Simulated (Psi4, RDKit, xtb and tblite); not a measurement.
Two geometries of C5H10S2Si2, SMILES CS[SiH2][SiH2]c1cccs1, relaxed at GFN2-xTB with one dihedral held; other torsions can differ between them too.

Structure A

```
19

C      3.7536    -1.7318    -0.7436
S      3.4752    -1.0983     0.9385
Si     1.3602    -0.7119     0.8510
Si     0.2043    -2.6645     0.3920
C     -1.6182    -2.2428     0.4361
C     -2.2309    -1.0576     0.7245
C     -3.6389    -1.1139     0.6589
C     -4.0896    -2.3491     0.3195
S     -2.8015    -3.4574     0.0761
H      3.2201    -2.6682    -0.8768
H      4.8212    -1.8955    -0.8451
H      3.4225    -0.9963    -1.4705
H      1.1497    -0.1024     2.1587
H      1.2122     0.3423    -0.1601
H      0.4500    -3.7573     1.3453
H      0.4864    -3.2299    -0.9409
H     -1.6823    -0.1665     0.9776
H     -4.2835    -0.2755     0.8547
H     -5.1014    -2.6806     0.1959
```

Structure B

```
19

C     -0.6751     2.2857     1.3572
S     -0.9700     0.8143     2.3898
Si    -1.4070    -0.6847     0.9010
Si    -0.3297    -0.3071    -1.1126
C      1.4980    -0.0021    -0.8218
C      2.2006    -0.0345     0.3490
C      3.5759     0.2371     0.1954
C      3.9131     0.4732    -1.0986
S      2.5583     0.3677    -2.1481
H     -1.5586     2.5042     0.7656
H     -0.4757     3.1071     2.0376
H      0.1856     2.1184     0.7161
H     -2.8617    -0.6577     0.7241
H     -1.0717    -1.9045     1.6260
H     -0.4697    -1.4696    -1.9972
H     -0.8491     0.8558    -1.8505
H      1.7428    -0.2438     1.3010
H      4.2782     0.2566     1.0096
H      4.8773     0.7049    -1.5062
```

Which is lower in energy at the level B3LYP-D3(BJ)/def2-SVP // GFN2-xTB (Psi4), and by how much?

B is lower, by 10.87 kJ/mol (dihedral C1–S2–Si3–Si4: 60° in A, 30° in B).

E(B) − E(A) in kJ/mol at the other levels, on the same two geometries: GFN2-xTB (xtb and tblite) 1.77; MMFF94 // GFN2-xTB (RDKit) 0.64; B3LYP/def2-SVP // GFN2-xTB (Psi4) -4.34.
